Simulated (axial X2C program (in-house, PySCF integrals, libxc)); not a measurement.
Outer orbitals of MgCu at 2.482 Å, B3LYP

All values were computed with an in-house all-electron X2C program for linear molecules (integrals from PySCF). Spin-free means the one-electron spin-free X2C Hamiltonian; two-component (2c) means X2C with spin–orbit coupling and atomic mean-field two-electron Coulomb and Gaunt terms, so the difference of the two also holds small scalar two-electron terms. Basis: Cu dyall-cv3z [9s9p6d3f2g], Mg dyall-cv3z [9s8p6d3f] (cores contracted in-house); Gaussian nuclei, density fitting, unrestricted open shells. Masses: Cu 62.930 u, Mg 23.985 u.

The distance is close to the 2c PBE0 minimum; the highest filled and lowest empty levels are listed.

Spin-free orbitals, state M_S = 1/2, Λ = 0 (beyond evenly filled blocks: σα) (Löwdin shares):

```csv
symmetry,occupied,ε (eV),atomic character
σα,yes,-7.15,"51% Cu d, 29% Mg s, 15% Cu s"
σβ,yes,-6.99,"66% Cu d, 19% Mg s, 9% Cu s"
π+α,yes,-6.63,98% Cu d
π-α,yes,-6.63,98% Cu d
π-β,yes,-6.58,98% Cu d
π+β,yes,-6.58,98% Cu d
δ+α,yes,-6.51,100% Cu d
δ-α,yes,-6.51,100% Cu d
δ-β,yes,-6.46,100% Cu d
δ+β,yes,-6.46,100% Cu d
σα,yes,-6.26,"48% Cu d, 26% Mg s, 22% Cu s"
σβ,yes,-6.00,"33% Cu d, 31% Mg s, 29% Cu s"
σα,yes,-4.36,"41% Mg p, 27% Cu s, 19% Mg s"
σβ,no,-2.67,"36% Mg p, 24% Cu s, 22% Mg s"
π-α,no,-1.39,"71% Mg p, 28% Cu p"
π+α,no,-1.39,"71% Mg p, 28% Cu p"
π+β,no,-1.21,"67% Mg p, 31% Cu p"
π-β,no,-1.21,"67% Mg p, 31% Cu p"
```

Spinors with spin–orbit coupling (state Ω = 1/2):

| ω | occupied | ε (eV) | atomic character | λ mixture |
| --- | --- | --- | --- | --- |
| 1/2 | yes | -7.17 | 54% Cu d, 27% Mg s, 14% Cu s | 97% σ, 3% π |
| -1/2 | yes | -7.03 | 71% Cu d, 16% Mg s, 8% Cu s | 91% σ, 9% π |
| -3/2 | yes | -6.69 | 99% Cu d | 69% δ, 31% π |
| 3/2 | yes | -6.68 | 99% Cu d | 54% π, 46% δ |
| -1/2 | yes | -6.66 | 92% Cu d, 4% Mg s, 2% Cu s | 90% π, 10% σ |
| 1/2 | yes | -6.64 | 91% Cu d, 4% Mg s, 3% Cu s | 92% π, 8% σ |
| 3/2 | yes | -6.47 | 99% Cu d | 54% δ, 46% π |
| -3/2 | yes | -6.46 | 99% Cu d | 69% π, 31% δ |
| 5/2 | yes | -6.41 | 100% Cu d | 100% δ |
| -5/2 | yes | -6.36 | 100% Cu d | 100% δ |
| 1/2 | yes | -6.24 | 52% Cu d, 24% Mg s, 20% Cu s | 95% σ, 5% π |
| -1/2 | yes | -5.99 | 34% Cu d, 30% Mg s, 28% Cu s | 99% σ, 1% π |
| 1/2 | yes | -4.36 | 41% Mg p, 27% Cu s, 19% Mg s | 100% σ |
| -1/2 | no | -2.67 | 36% Mg p, 24% Cu s, 22% Mg s | 100% σ |
| -1/2 | no | -1.39 | 70% Mg p, 28% Cu p | 100% π |
| 3/2 | no | -1.38 | 71% Mg p, 28% Cu p | 100% π |
| 1/2 | no | -1.22 | 67% Mg p, 32% Cu p | 100% π |

Mulliken charges and populations of the two-component result (they depend on the basis, above all on diffuse functions):

Cu -0.20 e (s 7.21 p 12.09 d 9.91), Mg 0.20 e (s 5.42 p 6.35 d 0.03 f 0.01). ⟨Lz⟩ = 0.00 ħ and ⟨Sz⟩ = 0.50 ħ (0.23 and 0.27 on the two atoms), which add up to Ω.

The state is a single determinant with fixed occupations, the lowest that a limited PBE0 search found. Density functionals use the spin component along the axis (collinear).
